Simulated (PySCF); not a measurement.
**C3H9As: calculation against experiment**

**Measured values to compare with.**

NIST CCCBDB Release 22 (SRD 101), experimental dipoles lists, for the gas: dipole moment (microwave Stark effect) 0.86 D.

The results are set against them at the end.

Compound: C3H9As.
SMILES with atom numbers: `[CH3:1][As:2]([CH3:3])[CH3:4]` (hydrogens: H5, H6, H7 on C1; H8, H9, H10 on C3; H11, H12, H13 on C4)

Geometry (PBE0-D3(BJ)/def2-SVP, Å), atoms numbered from 1 in this order:
```
atom  x, y, z in Å
C1    -0.357    1.697    0.386
As2   -0.162   -0.136    1.071
C3     1.637   -0.470    0.352
C4    -1.164   -1.034   -0.362
H5    -0.095    1.759   -0.681
H6     0.296    2.373    0.958
H7    -1.396    2.030    0.523
H8     1.702   -0.202   -0.714
H9     1.887   -1.535    0.471
H10    2.373    0.119    0.918
H11   -0.829   -0.704   -1.358
H12   -1.026   -2.122   -0.279
H13   -2.236   -0.816   -0.252
```

The PySCF runs (gas phase, on this PBE0-D3(BJ)/def2-SVP geometry; no spin–orbit coupling):

```tsv
level	job	basis functions	wall time
PBE0-D3(BJ)/def2-SVP, grid level 1	geometry optimisation from a GFN2-xTB start	119	22 s
```

Hardware: one thread, Arm Neoverse V2 (aarch64), no GPU (shared host).

Results beside the measurements:

**Dipole moment.** Measured: 0.86 D (NIST CCCBDB Release 22 (SRD 101), experimental dipoles).

```json
{"level": "PBE0-D3(BJ)/def2-SVP", "computed (D)": "1.03", "computed − measured (D)": "+0.17", "% (from the printed values)": "+20"}
```

The computed dipoles belong to one fixed geometry; measured ones are averaged over vibrations unless marked μe. Magnitudes are compared, not signs.

The geometry is computed, not the measured one. Where a level misses, the cause wasn't examined.
